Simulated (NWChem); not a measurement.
System: SiH4O4; SMILES [Si](O)(O)(O)O

```xyz
9

O     -0.2649    -1.3792     0.8670
Si     0.0000     0.0000     0.0000
O      1.3792    -0.2649    -0.8670
O     -1.3792     0.2649    -0.8670
O      0.2649     1.3792     0.8670
H      0.5420    -1.8330     1.1486
H      1.8330     0.5420    -1.1486
H     -1.8330    -0.5420    -1.1486
H     -0.5420     1.8330     1.1486
```
Atoms are numbered in this order, from 1.

All runs: NWChem. Geometry: optimised at B3LYP/6-31G* (spherical d). Vzz is the largest principal value of the second derivative of the potential at the nucleus (NWChem prints the opposite sign); η is the asymmetry. Non-relativistic.

### Question
What does the run give for Hartree-Fock/def2-SVP? Quantities: Vzz O5 (a.u.); η O5.

### Answer
- Vzz O5 (a.u.) = 1.499
- η O5 = 0.54
